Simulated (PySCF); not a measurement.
Compound: C₈H₉N.
Cartesian coordinates in Å at the PBE0-D3(BJ)/def2-SVP level; atoms count from 1:
```xyz
18
C8H9N angstrom
C     -1.186   -1.767    0.575
C     -0.837   -0.769   -0.251
C     -1.551   -0.557   -1.554
C      0.281    0.149    0.076
C      0.962    0.860   -0.922
C      2.017    1.701   -0.569
N      2.427    1.892    0.680
C      1.774    1.232    1.635
C      0.711    0.367    1.394
H     -2.016   -2.433    0.327
H     -0.650   -1.969    1.505
H     -1.891    0.485   -1.661
H     -0.891   -0.769   -2.411
H     -2.423   -1.219   -1.637
H      0.690    0.757   -1.973
H      2.557    2.250   -1.350
H      2.110    1.405    2.664
H      0.207   -0.115    2.233
```

Theory: TDDFT wB97X-D/def2-SVPD, vertical, gas phase, core orbitals frozen in the response (PySCF).

Ground-to-excited transition dipoles (e·a0, same axes as the geometry; the sign carries no meaning), for the states with f of 0.002 or more among the lowest 8:

```csv
state,E (eV),μx,μy,μz
S1,4.854,-0.048,0.197,-0.011
S2,5.236,-0.128,-0.135,-0.430
S3,5.354,0.979,1.118,-0.155
S5,6.466,0.304,0.410,-0.874
S6,6.620,-0.890,-0.956,0.123
S7,7.108,0.655,0.544,0.259
S8,7.180,0.160,0.009,-0.108
```

Work out the oscillator strengths.

f = (2/3) ΔE |μ|² with ΔE in hartree (27.2114 eV).

```
state  |μ|² (au)  |μ| (D)      f
   S1      0.041     0.52  0.005
   S2      0.219     1.19  0.028
   S3      2.232     3.80  0.293
   S5      1.025     2.57  0.162
   S6      1.722     3.34  0.279
   S7      0.791     2.26  0.138
   S8      0.037     0.49  0.007
```

What angle do the transition dipoles of S5 and S7 make?

|cos θ| = |μa·μb| / (|μa| |μb|) = 0.22, so θ ≈ 77° (taken between 0 and 90°, since the signs are arbitrary).

How is the summed strength of these states shared among x, y and z?

(2/3) Σ ΔE μα² gives 0.350 for x, 0.397 for y and 0.164 for z, 0.912 in all.

What peak molar absorption coefficient would the strongest computed level give as a lone Gaussian band 0.3 eV wide at half height?

ε(max) = 2.175×10⁸ f / FWHM, with the width in cm⁻¹. S3: 2.175×10⁸ × 0.2928 / 2420 ≈ 26000 L mol⁻¹ cm⁻¹.

The vertical ionisation energy (ΔSCF) is 8.98 eV, 1.80 eV above S8.

One conformer stands for the species.
